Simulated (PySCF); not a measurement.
## Assigning NMR signals

Geometry (Å), atoms numbered from 1 in this order:
```xyz
20

C     3.5873    0.0245    0.2425
C     3.3713    1.3007   -0.2614
C     2.0681    1.7916   -0.5251
C     1.0374    0.9272   -0.2511
C     1.2583   -0.3793    0.2648
C     2.5174   -0.8619    0.5227
C    -0.2251   -0.6264    0.2755
C    -1.2557   -1.4910    0.5491
C    -2.5586   -0.9995    0.2842
C    -2.7746    0.2767   -0.2194
C    -1.7045    1.1633   -0.4993
C    -0.4460    0.6803   -0.2404
H     4.6128   -0.3050    0.4280
H     4.2318    1.9444   -0.4600
H     1.9166    2.7979   -0.9211
H     2.7058   -1.8620    0.9185
H    -1.1048   -2.4973    0.9450
H    -3.4192   -1.6433    0.4822
H    -3.7998    0.6062   -0.4053
H    -1.8928    2.1633   -0.8953
```

In vacuum, averaged over atoms made equivalent by symmetry, fast rotation or ring inversion, non-relativistic Hamiltonian, a single conformation. Geometry from PBE0-D3(BJ)/def2-SVP; spin–spin couplings from B3LYP/pcJ-1 (without the spin–dipole term); PBE0/pcSseg-1 with gauge-including orbitals; PySCF.

Chemical shifts δ = σref − σ; TMS for 13C, 1H, all at this level.

Problem. Assign these signals to the numbered atoms. 13C{1H} NMR (computed): δ 157.9, 134.1, 122.3.

Solution. 
```tsv
δ (ppm)	atoms	environment	reason
157.9	C4/C5/C7/C12	substituted aromatic carbon	–
134.1	C1/C2/C9/C10	aromatic CH	the aromatic region
122.3	C3/C6/C8/C11	aromatic CH	–
```

Problem. Assign these signals to the numbered atoms. 1H NMR (500 MHz, computed): δ 6.76 (m, 4H), 6.65 (m, 4H).

Solution. 
6.76 → H13/H14/H18/H19, hydrogen on an aromatic CH: it sits in the deshielding region of the aromatic ring current
6.65 → H15/H16/H17/H20, hydrogen on an aromatic CH

H13/H14/H18/H19 and H15/H16/H17/H20 lie closer than the usual error of such a calculation, so a measured spectrum could show them in the other order.

Multiplet labels drop couplings under 1 Hz and merge nearly equal ones. Couplings among chemically equivalent protons are left out too, so labels in AA′BB′ or AA′XX′ sets are apparent multiplicities. Unscaled 3J(H,H) at this level run about 10 % above measured values. Shifts are as computed. Against solution values, carbons near 30 ppm lie about +2 ppm off and those near 130 ppm about +5 ppm. Of 1309 compounds with measured shifts, 239 miss one by over three times the rms of a fit or turn the order of signals round; such compounds aren't used in these exercises.
